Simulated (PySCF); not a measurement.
Compound: C6H5N3O.
SMILES: `c1c(OC)nc(cn1)C#N`

Vertical excitations from PySCF (density fitting, frozen core in the response, grid level 2 and gas phase unless stated; continuum runs use non-equilibrium linear response for the excitations) on a GFN2-xTB geometry. Reference run:

| settings | S1, eV (f) | S2, eV (f) | S3, eV (f) | S4, eV (f) | S5, eV (f) | S6, eV (f) | T1, eV (Tamm–Dancoff) | mean α (au) |
| --- | --- | --- | --- | --- | --- | --- | --- | --- |
| PBE0/def2-SVPD, full TDDFT, 6 singlets | 4.04 (0.002) | 4.60 (0.155) | 5.03 (0.002) | 5.52 (0.000) | 5.72 (0.168) | 6.28 (0.001) | 3.23 | 93.1 |

Task: What do these settings give: PBE0/IGLO-II, grid level 4, fitting basis def2-qzvpp-jkfit, TDA, 6 singlets?

Result: 
| settings | S1, eV (f) | S2, eV (f) | S3, eV (f) | S4, eV (f) | S5, eV (f) | S6, eV (f) | T1, eV (Tamm–Dancoff) | mean α (au) |
| --- | --- | --- | --- | --- | --- | --- | --- | --- |
| PBE0/IGLO-II, grid level 4, fitting basis def2-qzvpp-jkfit, TDA, 6 singlets | 4.12 (0.003) | 4.84 (0.186) | 5.10 (0.003) | 5.66 (0.000) | 6.02 (0.217) | 6.35 (0.000) | – | 85.5 |

S1 moves by +0.08 eV; basis and response scheme change together, so the shift can't be laid on one. States are counted by energy in each run and needn't keep their character from row to row.

Task: Give the leading configurations of S1 (H = HOMO, L = LUMO) and the HOMO–LUMO gap of each run.

Result: 
| settings | S1 configurations (weight) | S1 (eV) | orbital gap (eV) | S1 − gap (eV) |
| --- | --- | --- | --- | --- |
| PBE0/def2-SVPD, full TDDFT, 6 singlets | H−1→L 0.99 | 4.04 | 5.31 | -1.27 |
| PBE0/IGLO-II, grid level 4, fitting basis def2-qzvpp-jkfit, TDA, 6 singlets | H−1→L 0.99 | 4.12 | 5.35 | -1.23 |

The values belong to the conformer `[CH3:1][O:2][c:3]1[cH:4][n:5][cH:6][c:7]([C:8]#[N:9])[n:10]1`: C1–O2–C3–C4 180°.
